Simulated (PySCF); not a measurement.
Electric field gradients and quadrupole coupling constants

Compound: C8H8O2.
Numbering: `[CH3:1]/[CH:2]=[CH:3]/[CH:4]=[CH:5]/[C:6]#[C:7][C:8](=[O:9])[OH:10]` (hydrogens: H11, H12, H13 on C1; H14 on C2; H15 on C3; H16 on C4; H17 on C5; H18 on O10)

Cartesian coordinates in Å at the GFN2-xTB level; atoms count from 1:
```
atom  x, y, z in Å
C1    -4.1103    0.1376   -0.5419
C2    -2.6363    0.1522   -0.7285
C3    -1.7438   -0.0177    0.2520
C4    -0.3262    0.0004    0.0405
C5     0.5787   -0.1726    1.0234
C6     1.9552   -0.1497    0.7891
C7     3.1438   -0.1258    0.5619
C8     4.5595   -0.1124    0.3706
O9     5.3759   -0.2675    1.2443
O10    4.8929    0.0966   -0.9166
H11   -4.5386    1.0857   -0.8683
H12   -4.3762   -0.0305    0.4988
H13   -4.5570   -0.6474   -1.1525
H14   -2.2899    0.3141   -1.7416
H15   -2.0840   -0.1804    1.2668
H16    0.0210    0.1648   -0.9714
H17    0.2680   -0.3394    2.0473
H18    5.8583    0.0983   -1.0055
```

Field gradients from the PBE0/pcSseg-1 density (PySCF, non-relativistic), principal values in atomic units, ordered |Vxx| ≤ |Vyy| ≤ |Vzz|:

```json
{"atom": "O9", "Vxx": "0.7204", "Vyy": "0.8759", "Vzz": "-1.5963"}
{"atom": "O10", "Vxx": "-0.4118", "Vyy": "-1.2457", "Vzz": "1.6575"}
```

Question: Find the asymmetry η = (Vxx − Vyy)/Vzz and the couplings χ = eQV/h (234.96 MHz × Q in barn × V in au), with Q(17O) = −0.0256 b.

Answer: 
| atom | environment | nucleus | η | χzz (MHz) | χxx (MHz) | χyy (MHz) |
| --- | --- | --- | --- | --- | --- | --- |
| O9 | acid carbonyl oxygen | 17O | 0.10 | 9.60 | -4.33 | -5.27 |
| O10 | acid hydroxyl oxygen | 17O | 0.50 | -9.97 | 2.48 | 7.49 |

Question: What is Vzz at O9 in SI units (1 au = 9.71736 × 10²¹ V/m²)?

Answer: -1.5963 au = -15.512 × 10²¹ V/m².

Question: What couplings would deuterons (Q(2H) = 0.00286 b) have in place of the hydrogens, at this geometry?

Answer: 
```
atom  bonded to  bond length (Å)  Vzz (au)     η  χzz (kHz)
 H11         C1            1.090    0.3094  0.02        208
 H12         C1            1.087    0.3135  0.03        211
 H13         C1            1.090    0.3094  0.02        208
 H14         C2            1.083    0.3206  0.06        215
 H15         C3            1.083    0.3216  0.08        216
 H16         C4            1.082    0.3180  0.06        214
 H17         C5            1.083    0.3211  0.08        216
 H18        O10            0.970    0.4370  0.10        294
```

One conformer (not necessarily the lowest) at the GFN2-xTB geometry, without solvent, vibrations or thermal averaging. GFN2-xTB bond lengths can be off by several hundredths of an ångström, more for odd bonds, and the gradients follow them. The small basis limits the accuracy of the gradients.

These values come from a run that also computed NMR shieldings. Hardware: Intel Xeon at 2.70 GHz, one thread, shared host with 64 logical CPUs at a one-minute load of 56. Cost: 2.4 min of wall time (grids of density and orbitals included), 0.92 GiB resident at most.
